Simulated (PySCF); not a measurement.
Dipole moment and polarisability of `COc1ccpcp1`

Compound: C5H6OP2.
Numbering: `[CH3:1][O:2][c:3]1[cH:4][cH:5][p:6][cH:7][p:8]1` (hydrogens: H9, H10, H11 on C1; H12 on C4; H13 on C5; H14 on C7)

Cartesian coordinates in Å at the GFN2-xTB level; atoms count from 1:
```xyz
14
C5H6OP2 angstrom
C      2.5378   -0.3516   -0.0363
O      1.5416    0.6112   -0.2563
C      0.2495    0.2251   -0.0769
C     -0.6720    1.2437   -0.3199
C     -2.0403    1.1754   -0.2307
P     -3.0233   -0.1905    0.2073
C     -1.8374   -1.4085    0.4986
P     -0.1133   -1.4203    0.4157
H      2.5156   -0.7148    0.9981
H      3.4877    0.1426   -0.2329
H      2.4177   -1.2075   -0.7114
H     -0.2240    2.1870   -0.6119
H     -2.5932    2.0788   -0.4608
H     -2.2470   -2.3710    0.7953
```

Level: CAM-B3LYP/def2-SVPD (PySCF), static field, nuclei fixed, core orbitals frozen in the response. The polarisability tensor in these axes (au):

```
x   155.23  -4.66  -3.06
y    -4.66 113.11 -12.21
z    -3.06 -12.21  73.37
```

Problem. Diagonalise the tensor; give its mean and Δα, where Δα² is half the sum of the squared differences of the eigenvalues.

Solution. Principal values 69.71, 116.23 and 155.78 au; mean 113.90 au = 16.88 Å³ = 18.78 × 10⁻⁴⁰ C²·m²/J; Δα = 74.62 au (66 % of the mean).

Problem. What is the dipole moment, and where does it point?

Solution. (1.65, 0.26, -0.16) D, 1.67 D in size, pointing from the negative to the positive side. Measured along this direction, the outermost atoms are P6 at the negative end and H10 at the positive end.

Problem. In a dilute gas of rigid molecules at 250 K, how does the orientational term μ²/3kT compare with the electronic polarisability?

Solution. In Gaussian units μ²/3kT = 27.06 Å³ against 16.88 Å³, a ratio of 1.60; the Debye molar polarisation (4π/3)N_A(α + μ²/3kT) is 110.8 cm³/mol, leaving out the vibrational part.

Problem. Estimate the molar refractivity from the static electronic polarisability.

Solution. Lorentz–Lorenz: R = (4π/3)N_A α = 2.5225 cm³/(mol·Å³) × 16.88 Å³ = 42.6 cm³/mol, in the limit of long wavelengths.

Problem. Give the eigenvalues of the traceless quadrupole moment Θ = ½Σq(3rr − r²1), origin at the centre of nuclear charge.

Solution. -4.37, -0.24, 4.61 D·Å. The values depend on the origin, since the dipole doesn't vanish. The electronic extent ⟨r²⟩ about the same centre is 1360 bohr², a root-mean-square distance of 2.27 Å for the 74 electrons.

Problem. Find the Langevin capture rate constant for NH4+ (18.034 u) meeting this molecule (143.989 u), k = 2.342 × 10⁻⁹ cm³/s × √(α in Å³ / reduced mass in u).

Solution. The reduced mass is 16.03 u, so k = 2.40 × 10⁻⁹ cm³/s. The formula leaves out the permanent dipole, which adds to the capture rate.

One conformer (not necessarily the lowest) at the GFN2-xTB geometry, without solvent, vibrations or thermal averaging.

The run behind these numbers computed excited states as well. On an Arm Neoverse V1 with one thread (shared host), this took 54 s of wall time and 1.0 GiB of memory at its peak.
